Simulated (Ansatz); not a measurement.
`[SiH3][O][GaH2]` + `[OH]`• → `[SiH3][O][GaH]`• + H₂O at 500 K and 1 bar (hydrogen abstraction from a Ga–H bond).

Computed with Ansatz on PBE0-D4/def2-TZVP structures; ΔE is electronic, products minus reactants. CCSD(T)/CBS adds triple-zeta CCSD(T) − MP2 to the extrapolated MP2 energy (def2 sets, frozen cores). This one scheme is used for every species. Open shells (•) are unrestricted, without spin–orbit coupling. For Ga outer-core shells are correlated without core-valence functions, which leaves a few kJ/mol of doubt a bond. Scalar relativity is left out up to krypton.

| species | CCSD(T)/CBS energy (Eh) | H − E (kJ/mol) | S (J/(mol·K)) |
| --- | --- | --- | --- |
| `[SiH3][O][GaH2]` | -2291.24790 | 151.4 | 384.6 |
| `[OH]`• | -75.67771 | 37.0 | 199.0 |
| `[SiH3][O][GaH]`• | -2290.61074 | 126.9 | 384.2 |
| H₂O | -76.37941 | 73.2 | 206.3 |

H − E and S are ideal-gas, rigid-rotor, harmonic terms from PBE0-D4/def2-TZVP, with the whole ground term of open shells counted as degenerate. 1 Eh = 2625.50 kJ/mol, R = 8.31446 J/(mol·K).

Task: By hand: ΔE, ΔH, ΔS and ΔG.

Result: ΔE = (-2290.61074) + (-76.37941) − (-2291.24790) − (-75.67771) = -0.06454 Eh = -169.4 kJ/mol. Δ(H − E) = 126.9 + 73.2 − 151.4 − 37.0 = 11.7, so ΔH = -157.7 kJ/mol. ΔS = 384.2 + 206.3 − 384.6 − 199.0 = 6.9 J/(mol·K). ΔG = -157.7 − 500 × (6.9)/1000 = -161.1 kJ/mol.

Task: By hand: the equilibrium constant, and the temperature at which ΔG would vanish if ΔH and ΔS stayed fixed.

Result: log₁₀ K = −ΔG/(RT ln 10) = 16.8. ΔH and −TΔS have one sign here, so there is no such temperature.

The number of gas molecules stays the same, so ΔS is small and ΔH decides. A doubt of 5 kJ/mol in ΔE shifts log₁₀ K by 0.5 here. Modes under 60 cm⁻¹, often nearly free rotors, make the harmonic entropy too high. These are equilibria of isolated gas molecules and say nothing of rates. Largest T1 diagnostic: 0.016 (customary marks: 0.02 for closed shells, 0.045 for open ones).
